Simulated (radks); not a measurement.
The nuclear charge of neutral boron is varied continuously with 5 electrons held in [He] 2s2 2p1. All-electron calculation, scalar-relativistic Kohn-Sham, PBE, spin-polarised, spherical densities, finite nucleus; open shells are filled with parallel spins first; Fermi nuclear charge, rms radius 2.406 fm. Program: a radial shooting solver on a logarithmic mesh with Libxc functionals. By the Hellmann-Feynman theorem dE/dZ = E(electron-nucleus)/Z, the electronic potential at the nucleus (averaged over a nucleus of fixed radius). The scalar-relativistic energy here is not variational (the density holds large components alone), so the two differ by a part that grows with Z.

Z,E (hartree),E(electron-nucleus)/Z (hartree),HOMO,e(HOMO) (eV),<r> HOMO (bohr)
4.75,-21.85395,-10.6883,2p,-1.764,2.643
5,-24.61300,-11.3832,2p,-4.019,2.255
5.25,-27.54553,-12.0763,2p,-6.760,1.985
5.5,-30.65122,-12.7684,2p,-9.965,1.781
5.75,-33.92987,-13.4600,2p,-13.623,1.619
6,-37.38136,-14.1511,2p,-17.727,1.487

The central difference of E at Z = 5 is -11.383 hartree, to compare with the third column; the second derivative is -2.78 hartree.
